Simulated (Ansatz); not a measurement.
`N[SiH2]O[Si](N)(F)F` + `OCO` → `N[SiH2]OCO` + `N[Si](O)(F)F`  (ligand exchange at the Si–O bond)

Isolated molecules relaxed with PBE0-D4/def2-TZVP in Ansatz; ΔE leaves out vibrations. CCSD(T)/CBS adds triple-zeta CCSD(T) − MP2 to the extrapolated MP2 energy (def2 sets, frozen cores). This one scheme is used for every species. DFT in def2-TZVPP. Each species was taken in one conformer, which may not be the lowest.

`N[SiH2]O[Si](N)(F)F`:

Z-matrix (Å, degrees):
```
Si
O 1 1.638
N 1 1.717 2 112.0
H 1 1.481 2 106.7 3 119.7
H 1 1.481 2 107.6 3 -119.1
Si 2 1.608 1 144.3 3 6.7
H 3 1.007 1 120.3 2 -109.7
H 3 1.007 1 120.7 2 103.4
N 6 1.676 2 109.7 1 -2.7
F 6 1.584 2 109.5 1 121.0
F 6 1.584 2 109.1 1 -126.7
H 9 1.003 6 125.7 2 -179.4
H 9 1.008 6 119.2 2 -3.3
```

`OCO`:

```xyz
7

O     0.550    0.841    0.689
C    -0.388    0.122   -0.054
O     0.133   -1.056   -0.594
H     0.830    0.290    1.426
H    -0.731    0.813   -0.831
H    -1.240   -0.194    0.557
H     0.846   -0.817   -1.193
```

`N[SiH2]OCO`:

Cartesian coordinates in Å:
```
N -2.057 -0.760 1.049
Si -0.650 0.149 0.749
O 0.074 -0.274 -0.684
C 1.440 -0.101 -0.911
O 1.814 1.243 -0.943
H -2.023 -1.756 1.190
H -2.944 -0.470 0.673
H -1.079 1.568 0.711
H 0.355 -0.106 1.814
H 1.668 -0.605 -1.857
H 2.033 -0.547 -0.105
H 1.370 1.660 -1.687
```

`N[Si](O)(F)F`:

Z-matrix (Å, degrees):
```
Si
O 1 1.619
F 1 1.581 2 104.1
N 1 1.686 2 112.4 3 125.7
F 1 1.584 2 112.9 3 -114.3
H 2 0.958 1 117.2 3 -175.6
H 4 1.006 1 121.2 2 -53.5
H 4 1.006 1 120.5 2 156.7
```

```
             level  ΔE (kJ/mol)  difference from CCSD(T)/CBS
         r2SCAN-D4         24.5                         -1.3
           ωB97X-V         25.1                         -0.7
            B2PLYP         23.7                         -2.1
            r2SCAN         23.3                         -2.5
    MP2/def2-TZVPP         23.3                         -2.5
SCS-MP2/def2-TZVPP         23.6                         -2.2
   CCSD/def2-TZVPP         24.9                         -0.9
CCSD(T)/def2-TZVPP         24.3                         -1.5
     HF/def2-QZVPP         27.9                          2.1
    CCSD/CBS(def2)         26.4                          0.6
       CCSD(T)/CBS         25.8                            0
```

Largest T1 diagnostic among the species: 0.011.

The D4 term adds +5.7 kJ/mol with B3LYP and +3.4 kJ/mol with PBE0; it sums over pairs of atoms, weighted by their polarisabilities, and B3LYP, whose exchange is more repulsive, gets the larger term.

B3LYP here is the variant with VWN-RPA as its local correlation; programs differ in this.
